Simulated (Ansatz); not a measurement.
`[NH2][In]([NH2])[SH]` + `C=C(N)CBr` → `[NH2][In]([SH])[Br]` + `C=C(N)CN`  (formal exchange of groups at the In–N bond)

Gas-phase electronic energies from Ansatz, PBE0-D4/def2-TZVP geometries. CBS: MP2 limit from def2 TZ/QZ plus the TZ coupled-cluster correction, frozen cores. Elements past krypton have def2 core potentials. For Br, In outer-core shells are correlated without core-valence functions, which leaves a few kJ/mol of doubt a bond. Scalar relativity is left out up to krypton. Each species was taken in one conformer, which may not be the lowest.

```tsv
species	MP2/CBS(def2) energy (Eh)
`[NH2][In]([NH2])[SH]`	-699.99976
`C=C(N)CBr`	-2745.69977
`[NH2][In]([SH])[Br]`	-3217.46344
`C=C(N)CN`	-228.27748
```

Question: Work out ΔE.

Answer: ΔE = (-3217.46344) + (-228.27748) − (-699.99976) − (-2745.69977) = -0.04139 Eh = -108.7 kJ/mol. CCSD(T)/CBS gives -111.4 kJ/mol.

Largest T1 diagnostic among the species: 0.014.

In def2-TZVPP, CCSD(T) changes the Hartree–Fock value by +31.5 kJ/mol (the triples alone add +4.4 kJ/mol) and MP2 by +34.3 kJ/mol. From PBE to PBE0 (25 % exact exchange), in def2-TZVPP and without D4, ΔE moves by −10.0 kJ/mol.
